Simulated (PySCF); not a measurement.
¹⁷O chemical shifts

[PySCF 2.14: coordinates at the GFN2-xTB level; shieldings: GIAO PBE0/pcSseg-1; single conformer; no solvent; equivalent nuclei averaged; no relativistic terms]

Shieldings were converted by a linear fit to measured shifts: ¹⁷O: δ = 266.70 − 0.911σ (rms 10.7 ppm, 155 shifts, 12.2 ppm with the 3 outliers that the fit left out vs liquid water, solution or neat liquid). Occasional misses reach two or three times the rms, and more in compound classes unlike the fitted ones.

Q: Give the ¹⁷O shifts of `C=CS(C)(=O)=O`.

A: 
| compound | environment | δ (ppm) |
| --- | --- | --- |
| C=CS(C)(=O)=O | S=O oxygen (×2) | 146.2 |

Q: Order these by ¹⁷O shift, lowest first.
A. C[Si@@H](C=O)[SiH2]CCl
B. C=Cc1cpcpc1C(C)=O
C. O=S(=O)(F)C(F)F
D. C=C1[C@@H](C#N)[C@@H](C)C[S@@]1=O
E. C=C[SiH2][C@H](Cl)[SiH2]O

A: E (-24.4 ppm, oxygen bonded to Si, H), D (37.3 ppm, S=O oxygen), C (175.5 ppm, S=O oxygen), B (602.3 ppm, ketone oxygen), A (816.3 ppm, carbonyl oxygen).
